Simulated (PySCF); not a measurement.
**ScOBr, singlet: data card**

All numbers come from PBE0 in PySCF with Sc def2-TZVP, O def2-TZVP, Br def2-TZVP; no relativity; density-fitted integrals.

The structure is a minimum.

```xyz
3
charge 0 multiplicity 1, angstrom
Sc    0.0052   -1.3091    0.0000
O     1.4070   -2.1922    0.0000
Br   -0.2897    1.1939    0.0000
```

```json
{
  "Point group": "Cs",
  "Bond lengths": "Sc–Br 2.520 Å, Sc–O 1.657 Å",
  "Bond angles": "Br–Sc–O 128.9°",
  "Atomisation energy without zero-point energy": "1084 kJ/mol",
  "Zero-point energy": "8.5 kJ/mol",
  "Principal polarisabilities": "35.8, 38.6, 69.8 bohr³",
  "Principal quadrupole moments (Buckingham, traceless) about the centre of mass": "-23.62, 7.58, 16.04 D Å",
  "Lowest empty level": "-2.45 eV",
  "Enthalpy at 298.15 K above 0 K": "12.96 kJ/mol",
  "Dipole moment": "5.76 D",
  "Rotational symmetry number": "1",
  "Heat capacity Cp at 298.15 K": "49.9 J/(mol K)",
  "Entropy at 298.15 K and 1 bar": "297.1 J/(mol K)",
  "Rotational constants": "1.142, 0.05815, 0.05533 cm⁻¹",
  "Highest occupied level": "-7.63 eV"
}
```

Harmonic modes (masses in u: Sc 44.956, O 15.995, Br 78.918):
```tsv
symmetry	ω (cm⁻¹)	IR (km/mol)	μ (u)	type
a'	116	33.3	21.71	bend
a'	300	78.7	47.46	mixed
a'	1009	360	19.25	stretch
```

Charges (e):
| atom | Mulliken | Löwdin | polar tensor | Mayer order to Sc1 |
| --- | --- | --- | --- | --- |
| Sc1 | 1.10 | 0.31 | 1.82 | – |
| O2 | -0.60 | -0.25 | -1.13 | 2.16 |
| Br3 | -0.51 | -0.06 | -0.70 | 0.88 |

Mulliken populations on Sc1: s 6.12, p 12.23, d 1.49, f 0.06.

Formally Sc is in oxidation state +3, d0. The polar-tensor charge on Sc, 1.82, is below the formal one.

Stability towards spin polarisation was not tested. Only a few start shapes were tried, so a lower isomer may exist.

The final relaxation and frequency run took 46 s on 4 threads of a shared Arm Neoverse V1 host, with 124 basis functions and 16 gradients; the process peaked at 1 GiB. Launch command: `OMP_NUM_THREADS=4 python axn.py task.json out`.
